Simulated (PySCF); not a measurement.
**Electron correlation in Yb³⁺ (ytterbium, charge +3)**

[Xe] 4f13, 2F determinant. Calculation: PySCF 2.14, in cc-pVDZ-X2C; the spin-free X2C one-electron Hamiltonian (Gaussian nucleus). Frozen: [Ar] 3d10; 39 electrons correlated.

```tsv
level	correlation energy (mhartree)
CCSD	-1025.2
(T)	-25.59
CCSD(T)	-1050.8
```

Diagnostics: T1 = 0.0069, D1 = 0.0171, largest double amplitude 0.024.

Spin-orbit coupling, absent here, splits the open shell strongly.

Cost of the coupled-cluster step: of the order of 4 core-minutes, for 39 correlated electrons.

This basis was not built for core-valence correlation, so the inner-shell part is incomplete.
